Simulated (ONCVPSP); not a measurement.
## Varying the ONCV potential for vanadium

Base potential:

V, optimised norm-conserving Vanderbilt (ONCV), made with ONCVPSP 4.0.1 (Wu-Cohen, scalar-relativistic). Core [Ne], reference 3s2 3p6 3d2 (charge +3). Waves: 3s: rc 1.50 bohr, ncon 3, nbas 6, qcut 8.6 1/bohr, 2 projectors, debl 3.8 Ha; 3p: rc 1.35 bohr, ncon 3, nbas 7, qcut 12 1/bohr, 3 projectors, debl 3.1 Ha; 3d: rc 2.20 bohr, ncon 4, nbas 9, qcut 7.9 1/bohr, 2 projectors, debl 3.9 Ha; f scattering state at 0.36 Ha: rc 1.75 bohr, ncon 4, nbas 8, qcut 6.7 1/bohr, 2 projectors, debl 2 Ha. Local part: polynomial inside 1.30 bohr (lpopt 5, dvloc0 3 Ha). Core correction: Teter function, fcfact 5, rcfact 1.4.

In the s channel the program set the typed energies aside and used -3.808, 0.250 Ha.

Cutoffs, loose and tight: the cutoffs (Ha) at which the residual kinetic energy of the hardest occupied pseudo-wave falls to 1 and 0.1 mHa per electron. They do not see the model core or the augmentation charge, which bear on the density cutoff. Test errors are all-electron minus pseudo excitation energies from the reference, over the configurations 3s2 3p6 3d3 4s2; 3s2 3p6 3d3 4s1; 3s2 3p6 3d3; 3s1 3p6 3d3 4s2. A dash means not determined; rows that change the core or the reference have their own tests.

```tsv
change	outcome	cutoff, loose	cutoff, tight	bound ghosts	GHOST(+) flags above zero	largest test error (meV)
base	generated, projector energies reset by the program	24 Ha	44 Ha	none	none	-378
s: rc 1.06; local potential polynomial inside 1.06 bohr (lpopt 5, dvloc0 3 Ha)	generated, projector energies reset by the program	33 Ha	72 Ha	none	none	-283
s: rc 1.28; local potential polynomial inside 1.28 bohr (lpopt 5, dvloc0 3 Ha)	generated, projector energies reset by the program	28 Ha	44 Ha	none	none	-329
s: rc 1.46	generated, projector energies reset by the program	25 Ha	44 Ha	none	none	-373
s: rc 1.78	generated, projector energies reset by the program	23 Ha	44 Ha	none	none	-493
s: rc 1.92	generated, projector energies reset by the program	23 Ha	44 Ha	none	none	-528
s: rc 2.1	generated, projector energies reset by the program	23 Ha	44 Ha	none	none	-574
```

Reading the sweep of the s radius (base included, trends over the rows without a ghost): The loose cutoff falls from 33 Ha at 1.06 to 23 Ha at 2.1 bohr. A larger radius leaves more room for a smooth pseudo-wave, so fewer plane waves are needed; a smaller one forces it to follow the all-electron wave where it bends sharply. The median size of the test errors (rows with all tests solved) stays near 187.1 meV.
